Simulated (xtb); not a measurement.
diboron tetrachloride (B2Cl4), singlet, from a rough starting geometry; GFN2-xTB in xtb.

xtb was given this input:
```
$ xtb mol.xyz --gfn 2 --opt vtight --json

# file mol.xyz
6

Cl    -1.64855258    -1.40454991     0.63935645
B     -0.83489094    -0.08730784    -0.03375667
Cl    -1.81303683     1.07185373    -0.93070163
B      0.85218908     0.09320297     0.01403120
Cl     1.89779280    -1.06331295    -0.61396294
Cl     1.55324383     1.33613837     0.91923122
```

It wrote (shortened):

```
   ID    Z sym.   atoms
    1   17 Cl     1, 3, 5, 6
    2    5 B      2, 4

           -------------------------------------------------
          |                Calculation Setup                |
           -------------------------------------------------

           -------------------------------------------------
          |                 G F N 2 - x T B                 |
           -------------------------------------------------

          ...................................................
          :                      SETUP                      :
          :.................................................:
          :  # basis functions                  48          :
          :  # atomic orbitals                  44          :
          :  # shells                           16          :
          :  # electrons                        34          :
          :  max. iterations                   250          :
          :  Hamiltonian                  GFN2-xTB          :
          :  restarted?                      false          :
          :  GBSA solvation                  false          :
          :  PC potential                    false          :
          :  electronic temp.          300.0000000     K    :
          :  accuracy                    1.0000000          :
          :  -> integral cutoff          0.2500000E+02      :
          :  -> integral neglect         0.1000000E-07      :
          :  -> SCF convergence          0.1000000E-05 Eh   :
          :  -> wf. convergence          0.1000000E-03 e    :
          :  Broyden damping             0.4000000          :
          :  net charge                          0          :
          :  unpaired electrons                  0          :
          ...................................................

 iter      E             dE          RMSdq      gap      omega  full diag
   1    -20.6158464 -0.206158E+02  0.122E+01    3.21       0.0  T
   2    -20.7408326 -0.124986E+00  0.775E+00    2.27       1.0  T
   3    -20.7555472 -0.147147E-01  0.444E+00    3.15       1.0  T
   4    -20.8013164 -0.457692E-01  0.120E+00    2.77       1.0  T
   5    -20.8070564 -0.573995E-02  0.523E-01    2.88       1.0  T
   6    -20.8031148  0.394152E-02  0.911E-01    3.00       1.0  T
   7    -20.8073230 -0.420815E-02  0.991E-02    2.91       1.0  T
   8    -20.8073318 -0.881840E-05  0.522E-02    2.90       1.0  T
   9    -20.8073351 -0.332515E-05  0.244E-02    2.90       1.7  T
[...]
 * total energy  :   -20.7718006 Eh     change       -0.1171173E-04 Eh
 * total energy  :   -20.7718102 Eh     change       -0.9588412E-05 Eh
 * total energy  :   -20.7718195 Eh     change       -0.9308294E-05 Eh
 * total energy  :   -20.7718222 Eh     change       -0.2636699E-05 Eh
 * total energy  :   -20.7718250 Eh     change       -0.2862297E-05 Eh
 * total energy  :   -20.7718262 Eh     change       -0.1203877E-05 Eh
 * total energy  :   -20.7718271 Eh     change       -0.9002048E-06 Eh
 * total energy  :   -20.7718274 Eh     change       -0.2757031E-06 Eh
 * total energy  :   -20.7718275 Eh     change       -0.1231490E-06 Eh
 * total energy  :   -20.7718274 Eh     change        0.1271469E-06 Eh
 * total energy  :   -20.7718276 Eh     change       -0.1788188E-06 Eh
 * total energy  :   -20.7718276 Eh     change       -0.4924818E-08 Eh
   *** GEOMETRY OPTIMIZATION CONVERGED AFTER 25 ITERATIONS ***
         :: total energy             -20.771827602198 Eh    ::
[...]
      -------------------------------------------------------------
                  HL-Gap            0.1250497 Eh            3.4028 eV
             Fermi-level           -0.3583395 Eh           -9.7509 eV

     #   Z          covCN         q      C6AA      α(0)
     1  17 Cl       0.944    -0.164   104.299    15.624
     2   5 B        2.596     0.329    17.154     7.036
     3  17 Cl       0.944    -0.164   104.301    15.624
     4   5 B        2.596     0.329    17.154     7.036
     5  17 Cl       0.944    -0.164   104.301    15.624
     6  17 Cl       0.944    -0.164   104.300    15.624

 Mol. C6AA /au·bohr⁶  :       2411.150529
 Mol. C8AA /au·bohr⁸  :      99833.352387
 Mol. α(0) /au        :         76.568500

Wiberg/Mayer (AO) data.
largest (>0.10) Wiberg bond orders for each atom

 ---------------------------------------------------------------------------
     #   Z sym  total        # sym  WBO       # sym  WBO       # sym  WBO
 ---------------------------------------------------------------------------
     1  17 Cl   1.294 --     2 B    1.171
     2   5 B    3.372 --     1 Cl   1.171     3 Cl   1.171     4 B    0.982
     3  17 Cl   1.294 --     2 B    1.171
     4   5 B    3.372 --     6 Cl   1.171     5 Cl   1.171     2 B    0.982
     5  17 Cl   1.294 --     4 B    1.171
     6  17 Cl   1.294 --     4 B    1.171
 ---------------------------------------------------------------------------

Topologies differ in total number of bonds
Writing topology from bond orders to xtbtopo.mol

molecular dipole:
                 x           y           z       tot (Debye)
 q only:       -0.000      -0.000       0.000
   full:       -0.000       0.000       0.000       0.001
molecular quadrupole (traceless):
                xx          xy          yy          xz          yz          zz
 q only:       -2.935      -0.410       1.441      -0.341      -0.032       1.494
  q+dip:       -0.875      -0.120       0.408      -0.103      -0.010       0.467
   full:       -2.731      -0.381       1.329      -0.318      -0.030       1.402

optimized geometry written to: xtbopt.xyz

           -------------------------------------------------
          | TOTAL ENERGY              -20.771827602198 Eh   |
          | GRADIENT NORM               0.000024358406 Eh/α |
          | HOMO-LUMO GAP               3.402774308212 eV   |
           -------------------------------------------------

normal termination of xtb
```
